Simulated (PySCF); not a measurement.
Which element holds O most strongly?

PBE0 in PySCF with def2-TZVPP on every atom (core potentials on Sn), for the lowest determinant that a PBE0 search found; no spin–orbit coupling. D0 is De less the harmonic zero-point energy.

```
 M  state (unpaired electrons)  Re (Å)  ωe (cm⁻¹)  D0(MO) (eV)
Al               doublet (σ ↑)   1.618        967         4.99
 C      singlet (closed shell)   1.123       2240        10.94
As               doublet (π ↑)   1.615       1035         4.68
Sn      singlet (closed shell)   1.818        873         5.28
Ga               doublet (σ ↑)   1.705        741         4.12
 P               doublet (π ↑)   1.474       1288         5.91
Cu               doublet (π ↑)   1.756        599         2.57
```

Problem. Order the elements by D0 and give the energy of AsO + Sn → SnO + As.

Solution. C > P > Sn > Al > As > Ga > Cu; ΔE = 4.68 − 5.28 = -0.60 eV at PBE0/def2-TZVPP. Close neighbours can swap at other levels.

Spin–orbit coupling is left out, which matters for elements this heavy, above all for dissociation energies. States were picked by a PBE0 search and need not be the measured ground states.
